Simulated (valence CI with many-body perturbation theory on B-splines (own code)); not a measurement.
Energy levels of Ca15+

Level of theory: relativistic CI+MBPT: three valence electrons over a frozen Dirac-Fock core [He], a basis of 11 s, 11 p, 10 d, 8 f, 5 g, 2 h functions for each j, with the one-electron correlation potential Σ1 (screened to all orders), the two-electron term Σ2, the three-electron term Σ3, Breit, model QED; selected single and double excitations, second order for the rest, scaled by the run's own slope (own B-spline code, finite nucleus).

No measured levels were compared; by estimate levels of excited configurations hold to 0.05 to 0.15 % of their energy, terms of the ground configuration to about 0.5 %.

Levels 181 to 195 of 195, with energies above the lowest level, 2s²2p ²P°_1/2. "Leading %" is the weight of the configuration and term that name the level; weights of strongly mixed levels are sums over their largest components and can fall short. Lifetimes count E1, E2, E3, M1 and M2 decay at the calculated energies, and are blank where another channel may lead or the interval is too uncertain; long ones can be off by a factor of two.

| No. | Configuration | Term | J | E (eV) | Leading % | g | Second component | Lifetime |
| --- | --- | --- | --- | --- | --- | --- | --- | --- |
| 181 | 2s2p4f | ⁴D | 3/2 | 792.74 | 75 | 1.033 | 17 % 2s2p4f ⁴F | 1.04 ps |
| 182 | 2s2p4f | ²G | 9/2 | 792.78 | 87 | 1.122 | 10 % 2s2p4f ⁴G | 1.13 ps |
| 183 | 2s2p4f | ²D | 5/2 | 792.89 | 39 | 1.171 | 35 % 2s2p4f ⁴D | 1.05 ps |
| 184 | 2s2p4f | ⁴D | 1/2 | 792.96 | 100 | 0.000 |  | 1.04 ps |
| 185 | 2s2p4f | ²D | 3/2 | 793.35 | 83 | 0.847 | 14 % 2s2p4f ⁴D | 1.07 ps |
| 186 | 2s2p4s | ²P° | 1/2 | 804.70 | 98 | 0.667 |  | 2.04 ps |
| 187 | 2s2p4s | ²P° | 3/2 | 804.78 | 98 | 1.334 |  | 2.12 ps |
| 188 | 2s2p4p | ²D | 3/2 | 811.00 | 91 | 0.837 | 7 % 2s2p4p ²P | 1.95 ps |
| 189 | 2s2p4p | ²P | 1/2 | 811.26 | 89 | 0.792 | 9 % 2s2p4p ²S | 1.53 ps |
| 190 | 2s2p4p | ²D | 5/2 | 811.31 | 98 | 1.201 |  | 1.82 ps |
| 191 | 2s2p4p | ²P | 3/2 | 811.75 | 91 | 1.296 | 7 % 2s2p4p ²D | 1.58 ps |
| 192 | 2s2p4p | ²S | 1/2 | 812.13 | 86 | 1.878 | 9 % 2s2p4p ²P | 1.63 ps |
| 193 | 2s2p4d | ²F° | 7/2 | 816.58 | 98 | 1.143 |  | 662 fs |
| 194 | 2s2p4d | ²F° | 5/2 | 816.59 | 98 | 0.859 |  | 565 fs |
| 195 | 2s2p4d | ²D° | 3/2 | 816.83 | 99 | 0.800 |  | 364 fs |

Names give the largest LS component (configuration and term), which can be under half, so a name can repeat, a term be missing and a line seem to break the LS rules; names also repeat where a configuration has a term twice.
